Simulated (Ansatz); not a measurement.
F$_{6}$W, triplet, at a GFN2-xTB geometry of the parent state (such geometries of metal compounds can be far from the true shape) (another spin typed on purpose, not shown lowest) (core potentials on W); Ansatz (a program for electronic structure) with R2SCAN/def2-SV(P).

The Ansatz input:
Ansatz 0.2 input:
```yaml
crystal:
  periodic: [false, false, false]
  atoms:
    - {symbol: W, position_ang: [0.00000000, -0.00000000, -0.00000000]}
    - {symbol: F, position_ang: [1.10915424, -0.45499889, -1.39234928]}
    - {symbol: F, position_ang: [-1.10915424, 0.45499889, 1.39234928]}
    - {symbol: F, position_ang: [-1.16633876, 0.78225540, -1.18474218]}
    - {symbol: F, position_ang: [-0.88617967, -1.59904226, -0.18339327]}
    - {symbol: F, position_ang: [0.88617967, 1.59904226, 0.18339327]}
    - {symbol: F, position_ang: [1.16633876, -0.78225540, 1.18474218]}
basis:
  gaussian:
    orbitals: def2-SV_P_.json
hamiltonian:
  xc: r2scan
magnetization: {spin_polarized: true, initial_magnetization: 2}
```
The basis file holds def2-SV(P) in the JSON format of the Basis Set Exchange.

Output, abridged:

```
Functional definition: r2SCAN
1182 factors; their error is unknown
mean field evaluation 1: about -18102.1307 eV, gradient 4.6e1 eV
mean field evaluation 2: about -18000.8028 eV, gradient 1.6e2 eV
mean field evaluation 4: about -18104.7741 eV, gradient 3.3e1 eV
mean field evaluation 8: about -18106.6837 eV, gradient 2.4e1 eV
mean field evaluation 16: about -18109.6465 eV, gradient 6.9e-2 eV
mean field evaluation 32: about -18102.1307 eV, gradient 4.6e1 eV
mean field evaluation 64: about -18108.9696 eV, gradient 2.2e-1 eV
mean field evaluation 96: about -18109.3845 eV, gradient 2.8e0 eV
mean field evaluation 128: about -18109.5663 eV, gradient 7.4e-3 eV
mean field evaluation 160: about -18109.5663 eV, gradient 4.3e-2 eV
mean field -18109.56631090 eV, -665.5142868207 hartree, gradient 3.1e-6 eV, S^2 2.005459; 8 other end points of the search recorded, 0 dependent functions left out
reference -18109.56635035 eV, -665.5142882705 hartree; 35, 33 occupied and 74, 76 virtual orbitals, 1182 factors
Total energy: -18109.56635035 eV, -665.5142882705 hartree
```
